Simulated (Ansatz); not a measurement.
Mulliken charges of `C[CH2][Zn][OH]` from B3LYP/def2-TZVPP in Ansatz (PBE0-D4/def2-TZVP geometry).

```json
{"atom": "C1", "x (Å)": "-0.703", "y (Å)": "1.087", "z (Å)": "0.737", "charge (e)": "-0.272"}
{"atom": "C2", "x (Å)": "-0.241", "y (Å)": "-0.368", "z (Å)": "0.708", "charge (e)": "-0.213"}
{"atom": "Zn3", "x (Å)": "0.632", "y (Å)": "-0.927", "z (Å)": "-0.924", "charge (e)": "0.402"}
{"atom": "O4", "x (Å)": "1.338", "y (Å)": "-1.518", "z (Å)": "-2.450", "charge (e)": "-0.499"}
{"atom": "H5", "x (Å)": "-1.419", "y (Å)": "1.305", "z (Å)": "-0.059", "charge (e)": "0.082"}
{"atom": "H6", "x (Å)": "-1.192", "y (Å)": "1.332", "z (Å)": "1.686", "charge (e)": "0.080"}
{"atom": "H7", "x (Å)": "0.131", "y (Å)": "1.784", "z (Å)": "0.618", "charge (e)": "0.079"}
{"atom": "H8", "x (Å)": "0.450", "y (Å)": "-0.564", "z (Å)": "1.535", "charge (e)": "0.083"}
{"atom": "H9", "x (Å)": "-1.091", "y (Å)": "-1.040", "z (Å)": "0.865", "charge (e)": "0.084"}
{"atom": "H10", "x (Å)": "2.179", "y (Å)": "-1.143", "z (Å)": "-2.713", "charge (e)": "0.174"}
```

Task: By hand: the dipole of these point charges (1 e Å = 4.8032 D).

Result: Σ q r = (-0.048, 0.189, 0.407) e Å, of length 0.451 e Å = 2.17 D.

Task: How does the dipole of the full density compare? (Estimate.)

Result: The calculation gave: (0.074, 0.249, 0.298) e Å, 1.90 D; the point charges give 1.14 times that, at 23° from its direction.

Point charges leave out the atoms' own dipoles, such as those of lone pairs, and Mulliken's split depends on the basis, so the two needn't agree.

B3LYP here is the variant with VWN-RPA as its local correlation; programs differ in this.
